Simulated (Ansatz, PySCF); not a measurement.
Here is a job for PySCF.
```python
from pyscf import gto, scf, dft

mol = gto.M(
    atom='''
C    -0.00000000   -0.00000000   -1.50332834
Br    0.00000000    0.00000000    0.25771343
''',
    basis='def2-tzvp',
    spin=1,
    verbose=4,
)

mf = dft.UKS(mol)
mf.xc = 'camb3lyp'
mf.grids.atom_grid = (99, 590)
mf.grids.prune = None
mf.kernel()
```

Convert this to an input for Ansatz (a first-principles code).

One answer among several that fit: 
Ansatz 0.2 input:
```yaml
crystal:
  periodic: [false, false, false]
  atoms:
    - {symbol: C, position_ang: [-0.00000000, -0.00000000, -1.50332834]}
    - {symbol: Br, position_ang: [0.00000000, 0.00000000, 0.25771343]}
basis:
  gaussian:
    orbitals: def2-TZVP
hamiltonian:
  xc: cam_b3lyp
magnetization: {spin_polarized: true, initial_magnetization: 1}
accuracy: high
```

Both were run: PySCF gave -2612.202129 Eh and Ansatz -2612.202129 Eh, 0.000 mEh apart.
